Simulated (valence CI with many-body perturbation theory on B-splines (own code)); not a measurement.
# La I in brief

Level of theory: valence CI with perturbative core correlation (CI+MBPT): three valence electrons over a frozen Dirac-Fock core [Xe], radial functions for each j: 7 s, 7 p, 7 d, 7 f, 4 g, 2 h, with the one-electron correlation potential Σ1, the two-electron term Σ2, the three-electron term Σ3, Breit, model QED; selected CI, second order for the rest, scaled by the run's own slope (own B-spline code, finite nucleus).

Set against measurement, 34 paired levels are off by 582 cm⁻¹ on average, the worst by 1407. These come from a selection out of the NIST Handbook of Basic Atomic Spectroscopic Data. Levels without a partner in it may be off by more, other configurations by several thousand cm⁻¹. 1 measured level below the end of the list, from 15197 cm⁻¹ on, found no clear computed partner.

Names give the largest LS component (configuration and term), which can be under half, so a name can repeat, a term be missing and a line seem to break the LS rules; names also repeat where a configuration has a term twice.

Rates and lifetimes use the calculated energies. Strong lines usually hold to 10 to 20 %, long lifetimes can be off by a factor of two.

(1) What is the ground level?

(2) Where does the other parity begin?

(3) What is the ionisation energy?

(4) Name the longest-lived excited levels whose lifetime is computed, and their main decay.

(5) What are the static dipole polarisabilities of the lowest levels?

Answers

(1) 5d6s² ²D_3/2, composition 74 % 5d6s² ²D + 14 % 5d²6s ²D + 4 % 5d³ ²D, g = 0.796.

(2) At 5d6s6p ⁴F°_3/2, 1.645 eV.

(3) 5.4533 eV; NIST lists 5.5769 ± 0.0006 eV (measured).

(4) 5d²6s ⁴F_9/2 at 0.4341 eV lives 145 s, mostly by M1 to 5d²6s ⁴F_7/2; 5d6s² ²D_5/2 at 0.1270 eV lives 84.4 s, mostly by M1 to 5d6s² ²D_3/2; 5d²6s ⁴P_1/2 at 0.8485 eV lives 70.5 s, mostly by E2 to 5d²6s ⁴F_3/2. The lifetime of 5d²6s ⁴F_3/2 is too uncertain to give, and may be longer. The lifetime of 5d²6s ⁴F_5/2 is too uncertain to give, and may be longer. The lifetime of 5d²6s ⁴F_7/2 is too uncertain to give, and may be longer.

(5) 5d6s² ²D_3/2 218 (tensor 8.6); 5d6s² ²D_5/2 217 (tensor 9.7); 5d²6s ⁴F_3/2 230 (tensor -3.9); 5d²6s ⁴F_5/2 229 (tensor -3.4) bohr³, of which the core gives 7.67. The recommended value for the atom is 215 ± 20 bohr³ (Schwerdtfeger and Nagle, table of static dipole polarizabilities (2023 update)).
